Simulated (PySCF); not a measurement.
Si(F)2(OH)(SeH) (F₂H₂OSeSi), SMILES O[Si](F)(F)[SeH]. Geometry optimised at B3LYP-D3(BJ)/def2-SVP. The structure was generated by enumeration, and PubChem lists no compound with its InChIKey, so it may never have been made. Other conformers were not sampled.

Computed equilibrium geometry at B3LYP-D3(BJ)/def2-SVP (PySCF confirms it by a frequency run) as bond lengths and angles (one conformer of several):
Atoms: O1 Si2 F3 F4 Se5 H6 H7. Bonds (Å): O1–Si2 1.637, O1–H6 0.965, Si2–F3 1.612, Si2–F4 1.606, Si2–Se5 2.263, Se5–H7 1.477. Bond angles (°): Si2–O1–H6 117.6, O1–Si2–F3 111.9, O1–Si2–F4 105.0, O1–Si2–Se5 114.7, F3–Si2–F4 107.2, F3–Si2–Se5 104.8, F4–Si2–Se5 113.0, Si2–Se5–H7 91.6.
Charge 0, spin multiplicity 1.
